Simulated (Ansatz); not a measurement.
Total energies of C₈H₁₈O (`CCC(C)OC(C)(C)C`).

```
atom   x (Å)   y (Å)   z (Å)
  C1   1.706  -2.027   0.765
  C2   0.513  -1.590   1.592
  C3  -0.085  -0.257   1.168
  C4  -1.215   0.146   2.100
  O5  -0.562  -0.394  -0.159
  C6  -0.312   0.645  -1.105
  C7   1.176   0.749  -1.423
  C8  -0.843   1.992  -0.628
  C9  -1.072   0.198  -2.341
 H10   2.518  -1.295   0.818
 H11   1.428  -2.144  -0.284
 H12   2.100  -2.983   1.117
 H13  -0.279  -2.344   1.531
 H14   0.794  -1.517   2.648
 H15   0.705   0.505   1.208
 H16  -0.860   0.213   3.132
 H17  -2.011  -0.602   2.058
 H18  -1.642   1.110   1.824
 H19   1.761   1.043  -0.548
 H20   1.345   1.500  -2.198
 H21   1.556  -0.209  -1.783
 H22  -0.318   2.342   0.264
 H23  -1.910   1.927  -0.403
 H24  -0.703   2.745  -1.408
 H25  -0.940   0.912  -3.157
 H26  -2.137   0.113  -2.118
 H27  -0.712  -0.778  -2.670
```

Total charge 0; spin multiplicity 1. The structure was optimised at the PBE0-D4/def2-TZVP level. It is one conformer, not always the lowest. Basis def2-TZVPP, Ansatz 0.2.0.

RPA on PBE orbitals: Hartree–Fock energy of these orbitals -388.34364 Eh, correlation -2.74562 Eh (frozen core).

| functional | energy without D4 (Eh) | D4 term (kJ/mol) |
| --- | --- | --- |
| LDA (SPW92) | -387.52961 | – |
| PBE | -390.52752 | -64.2 |
| BLYP | -390.84663 | -138.4 |
| r2SCAN | -390.83009 | -18.7 |
| B97M-V | -391.06164 | – |
| PBE0 | -390.59219 | -54.9 |
| B3LYP | -391.08093 | -100.0 |
| HSE06 (plane-wave form) | -390.56829 | -50.8 |
| BHLYP | -390.82182 | -69.3 |
| CAM-B3LYP | -390.85581 | -55.0 |
| LC-ωPBE | -390.83698 | – |
| ωB97M-V | -390.86138 | – |
| B2PLYP | -390.70782 | – |
| PBE-QIDH | -390.54836 | – |

Task: Give the same for revPBE, r2SCANh, r2SCAN0, ωB97X-V. (Estimate.)

Result: Computed: 
```json
{"functional": "revPBE", "energy without D4 (Eh)": "-390.92625", "D4 term (kJ/mol)": "-206.7"}
{"functional": "r2SCANh", "energy without D4 (Eh)": "-390.81620", "D4 term (kJ/mol)": "-19.4"}
{"functional": "r2SCAN0", "energy without D4 (Eh)": "-390.79723", "D4 term (kJ/mol)": "-21.1"}
{"functional": "ωB97X-V", "energy without D4 (Eh)": "-390.96375", "D4 term (kJ/mol)": "–"}
```

B3LYP takes the VWN-RPA correlation (the form of Gaussian; ORCA's B3LYP/G). HSE06 is the plane-wave form, built on full-range PBE exchange. The double hybrids freeze the cores in their second-order part.

LC-ωPBE has ω = 0.4 bohr⁻¹.
